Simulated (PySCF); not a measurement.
## C₆ coefficients of unlike pairs at HSE06

Calculated with PySCF 2.14 from the dipole response of each species, C₆(A,B) = (3/π) ∫ α_A(iu) α_B(iu) du, in atomic units, from isotropic polarisabilities. For ions this is the dispersion term alone; charge-induced terms of lower order in 1/R come first.

```tsv
species	configuration	basis	relativity	α (bohr³)	C₆ (like pair)
C	[He] 2s2 2p2 (3P)	dyall-acv3z (15s9p4d2f)	spin-free X2C	12.60	50.51
K⁺	[Ar] (1S)	x2c-TZVPPall with one added diffuse shell each of s, p, d type (7s5p4d)	spin-free X2C	5.299	22.21
Be⁺	[He] 2s1 (2S)	aug-cc-pCVTZ (7s6p4d2f)	none	22.39	60.70
Li	[He] 2s1 (2S)	aug-cc-pCVTZ-DK (7s6p4d2f)	spin-free X2C	145.5	1171
```

(1) Estimate C₆ for Li with K⁺.

No spin-orbit coupling is included.

The other pairs:

| pair | C₆ |
| --- | --- |
| Be⁺, K⁺ | 25.80 |
| Li, C | 173.5 |
| K⁺, C | 30.93 |
| Li, Be⁺ | 247.4 |
| Be⁺, C | 49.72 |

## Answers

(1) The integral gives 81.53. The combination rule 2 C_A C_B / (C_A α_B/α_A + C_B α_A/α_B) gives 79.68 and the geometric mean 161.2.
